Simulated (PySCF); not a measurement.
Can point charges reproduce the dipole moment of `C/N=C/CC[Si@@H](N)O[SiH3]`?

Coordinates (GFN2-xTB, Å) and charges (e) from the PBE0/pcSseg-1 density (PySCF):

```csv
atom,x,y,z,Mulliken,IAO,Hirshfeld,ESP-fitted
C1,-3.470,0.333,-0.070,-0.1033,-0.3037,-0.0757,-0.0531
N2,-2.515,-0.728,0.017,-0.4185,-0.2760,-0.1570,-0.5555
C3,-1.292,-0.475,0.132,+0.0200,+0.0316,+0.0431,+0.3785
C4,-0.276,-1.559,0.218,-0.1902,-0.2576,-0.0719,-0.0224
C5,0.784,-1.419,-0.879,-0.5885,-0.5739,-0.1623,-0.1915
Si6,1.893,0.122,-0.734,+1.1240,+1.2358,+0.4469,+0.7201
N7,1.085,1.450,-1.480,-0.6549,-0.8567,-0.3139,-1.0647
O8,2.139,0.550,0.811,-0.7399,-0.8875,-0.3007,-0.4104
Si9,1.840,0.847,2.371,+0.6884,+0.8815,+0.3885,+0.5937
H10,-4.036,0.209,-0.994,+0.1164,+0.1540,+0.0462,+0.1050
H11,-3.018,1.335,-0.050,+0.0803,+0.1086,+0.0314,+0.0159
H12,-4.168,0.234,0.763,+0.1180,+0.1551,+0.0472,+0.0961
H13,-0.891,0.549,0.162,+0.1039,+0.1008,+0.0266,+0.0471
H14,-0.783,-2.523,0.144,+0.1284,+0.1543,+0.0423,+0.0173
H15,0.215,-1.495,1.194,+0.1483,+0.1347,+0.0395,+0.0055
H16,1.417,-2.306,-0.848,+0.1456,+0.1520,+0.0414,+0.0428
H17,0.287,-1.433,-1.850,+0.1388,+0.1459,+0.0372,+0.0641
H18,3.255,-0.166,-1.197,-0.1403,-0.1832,-0.1012,-0.1881
H19,1.471,2.372,-1.356,+0.1890,+0.2634,+0.1183,+0.4065
H20,0.737,1.346,-2.418,+0.1875,+0.2639,+0.1178,+0.3891
H21,2.683,1.993,2.706,-0.1165,-0.1428,-0.0814,-0.1236
H22,0.420,1.149,2.554,-0.1175,-0.1522,-0.0810,-0.1392
H23,2.218,-0.359,3.109,-0.1191,-0.1480,-0.0816,-0.1329
```

Task: Form Σ q r in debye for every column and set it beside the full dipole.

Result: The full density gives (0.57, 1.64, -0.96) D, 1.98 D in size; dipole vectors point from the negative to the positive end.

```csv
scheme,μx,μy,μz,size (D),share of the full size (%),angle to the full dipole (°)
Mulliken,1.40,1.40,-0.34,2.01,101,31
IAO,0.73,0.91,-0.24,1.19,60,25
Hirshfeld,0.54,0.80,-0.55,1.11,56,13
ESP-fitted,0.53,1.65,-1.01,2.01,101,2
```

Task: Which set comes closest?

Result: Length of the difference vector: ESP-fitted 0.06 D, Hirshfeld 0.94 D, IAO 1.03 D, Mulliken 1.07 D. Closest: ESP-fitted. 

Task: What is left for the Hirshfeld atoms' own dipoles?

Result: The shares of the density sum to the whole, so what Σ q r misses lies in dipoles about the nuclei. The atomic dipoles sum to (0.57, 1.64, -0.96) − (0.54, 0.80, -0.55) = (0.03, 0.84, -0.41) D, 0.94 D in size.

Task: With the origin at the mean of the coordinates, (0.000, 0.001, 0.100) Å, which are the largest single terms, by size, of the Hirshfeld dipole along the direction of the full one?

Result: N7 -3.43, Si6 +2.25, H19 +1.75, H20 +1.44, O8 -1.04 D; all 23 atoms together +1.08 D. The single terms depend on the origin, their sum doesn't.

Task: Give the size of the full dipole in other units.

Result: 1.98 D = 0.780 au = 0.413 e·Å = 6.61 × 10⁻³⁰ C·m.

Geometry: GFN2-xTB, one conformer, isolated molecule.

These values come from a run that also computed NMR shieldings. Time: 55 s of wall time; peak memory 1.1 GiB. Hardware: an Arm Neoverse V2 with one thread, shared host.
